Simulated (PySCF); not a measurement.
One molecule, a ladder of functionals, a line

Molecule: `InChI=1S/CH7ClGeSi/c2-1-3-4/h1,3H2,4H3`.

Molfile (atoms numbered from 1):
```
CH7ClGeSi
     RDKit          3D

 11 10  0  0  0  0  0  0  0  0999 V2000
   -0.1528    0.1709   -0.7321 Si  0  0  0  0  0  4  0  0  0  0  0  0
    1.8016    0.0494    0.6235 Ge  0  0  0  0  0  4  0  0  0  0  0  0
    3.2342    1.0349   -0.3095 C   0  0  0  0  0  0  0  0  0  0  0  0
    3.2987    0.5266   -2.0236 Cl  0  0  0  0  0  0  0  0  0  0  0  0
   -0.3796    1.5910   -1.1402 H   0  0  0  0  0  0  0  0  0  0  0  0
   -0.0009   -0.6791   -1.9484 H   0  0  0  0  0  0  0  0  0  0  0  0
   -1.3410   -0.3002    0.0444 H   0  0  0  0  0  0  0  0  0  0  0  0
    2.2670   -1.4043    0.8288 H   0  0  0  0  0  0  0  0  0  0  0  0
    1.5908    0.7000    2.0084 H   0  0  0  0  0  0  0  0  0  0  0  0
    4.2188    0.8421    0.1379 H   0  0  0  0  0  0  0  0  0  0  0  0
    3.0450    2.1169   -0.2864 H   0  0  0  0  0  0  0  0  0  0  0  0
  1  2  1  0
  2  3  1  0
  3  4  1  0
  1  5  1  0
  1  6  1  0
  1  7  1  0
  2  8  1  0
  2  9  1  0
  3 10  1  0
  3 11  1  0
M  END
```

GIAO shieldings (ppm, equivalent atoms averaged) in PySCF 2.14 on the PBE0-D3(BJ)/def2-SVP geometry, basis pcSseg-2, gas phase, non-relativistic:

```tsv
functional	exact exchange (%)	σ(Ge2)	σ(C3)	σ(Cl4)
BLYP	0	1458.3	137.2	838.4
BP86	0	1481.1	142.8	852.1
PBE	0	1492.5	143.5	853.2
B3LYP	20	1504.6	144.1	867.9
mPW1PW91	25	1539.7	150.3	885.7
BHandHLYP	50	1570.4	152.7	905.0
HF	100	1674.0	165.1	958.1
```

Task: Fit each shielding as a line in the percentage of exact exchange.

Result: σ(Ge2) = 1476.9 + 1.96 x (rms 11.7 ppm); σ(C3) = 141.3 + 0.24 x (rms 2.3 ppm); σ(Cl4) = 849.3 + 1.11 x (rms 5.8 ppm). The functionals also differ in their semilocal parts, which the line can't hold; Hartree–Fock has no correlation at all.

Task: What does the line predict for PBE0 (25 %), and what does the run give?

Result: σ(Ge2): 1525.9 predicted, 1547.7 computed; σ(C3): 147.3 predicted, 151.4 computed; σ(Cl4): 877.0 predicted, 887.6 computed ppm.
